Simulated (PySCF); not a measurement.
# From a computed spectrum to the compound

A species of 3 atoms with charge 0 has these harmonic modes (PBE0, small Gaussian bases with core potentials, PySCF 2.14.0):

```json
{"cm⁻¹": "179", "km/mol": "9.9", "symmetry": "a1"}
{"cm⁻¹": "558", "km/mol": "87.5", "symmetry": "b2"}
{"cm⁻¹": "571", "km/mol": "68.7", "symmetry": "a1"}
```

Problem. Which species is it, and in which structure?

Solution. PbF2 (singlet):
```xyz
3

Pb    0.0000    0.0000   -0.2136
F     1.5156    0.0000    1.1691
F    -1.5156    0.0000    1.1691
```
Ideal gas at 298.15 K and 1 bar: S = 290.9 J/(mol K), Cp = 50.3 J/(mol K), H − H(0 K) = 12.4 kJ/mol (rigid rotor, harmonic modes, spin degeneracy alone). 
 The answer isn't unique; the calculation gave this one.
